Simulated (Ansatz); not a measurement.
Abridged output of a molecular run in Ansatz:

```
Functional definition: HF
1625 factors; integrals over basis functions are off by at most 9.3e-4 eV
mean field evaluation 1: about -15771.3360 eV, gradient 4.3e1 eV
mean field evaluation 2: about -15771.6738 eV, gradient 4.3e1 eV
mean field evaluation 4: about -15776.3180 eV, gradient 6.4e0 eV
mean field evaluation 8: about -15776.4846 eV, gradient 7.0e-1 eV
mean field evaluation 16: about -15776.4903 eV, gradient 2.9e-6 eV
mean field -15776.49026069 eV, -579.7753233912 hartree, gradient 2.9e-6 eV, S^2 0.000000; 0 other end points of the search recorded, 0 dependent functions left out
10 core orbitals not correlated: weight in the atoms' cores, before any rotation towards them, 1.000 or more for the frozen orbitals, at most 0.000 for the correlated occupied ones
reference -15776.49026069 eV, -579.7753233912 hartree; 17, 17 occupied and 240, 240 virtual orbitals, 1625 factors
second order -29.56769510 eV of doubles, -0.00000000 eV of singles
cycle   1  -29.43430346 eV  change    1.3e-1 eV  update   1.4e-1
cycle   2  -30.22092418 eV  change   -7.9e-1 eV  update   4.8e-2
cycle   3  -30.44379617 eV  change   -2.2e-1 eV  update   2.6e-2
cycle   4  -30.42695625 eV  change    1.7e-2 eV  update   7.5e-3
cycle   5  -30.42048194 eV  change    6.5e-3 eV  update   4.3e-3
cycle   6  -30.42305128 eV  change   -2.6e-3 eV  update   1.7e-3
cycle   7  -30.42270003 eV  change    3.5e-4 eV  update   8.5e-4
cycle   8  -30.42221244 eV  change    4.9e-4 eV  update   3.2e-4
cycle   9  -30.42233657 eV  change   -1.2e-4 eV  update   1.7e-4
cycle  10  -30.42241687 eV  change   -8.0e-5 eV  update   7.2e-5
cycle  11  -30.42234368 eV  change    7.3e-5 eV  update   4.0e-5
cycle  12  -30.42239276 eV  change   -4.9e-5 eV  update   2.5e-5
cycle  13  -30.42237695 eV  change    1.6e-5 eV  update   1.5e-5
perturbative correction -1.33237873 eV, -0.0489640150 hartree
Total energy: -15808.24501637 eV, -580.9422891382 hartree
```

Its atoms:

Z-matrix (Å, degrees):
```
C
C 1 1.513
H 1 1.092 2 111.7
H 1 1.094 2 109.2 3 -119.3
H 1 1.091 2 110.0 3 120.6
F 2 1.365 1 111.5 3 177.9
Si 2 1.935 1 109.6 3 -32.3
C 2 1.487 1 113.6 3 39.7
H 7 1.484 2 115.7 1 -15.2
H 7 1.481 2 120.4 1 -158.7
O 8 1.191 2 137.7 1 107.3
```

Task: Which basis set was used?
A. def2-TZVPP
B. def2-SVP
C. def2-QZVPP
D. def2-TZVPPD

Result: A. It gives 267 functions.

Task: Write the keys of the input that set method, charge and spin (a neutral closed shell needs none for the last two).

Result: 
```yaml
correlation: {method: ccsd_t}
```
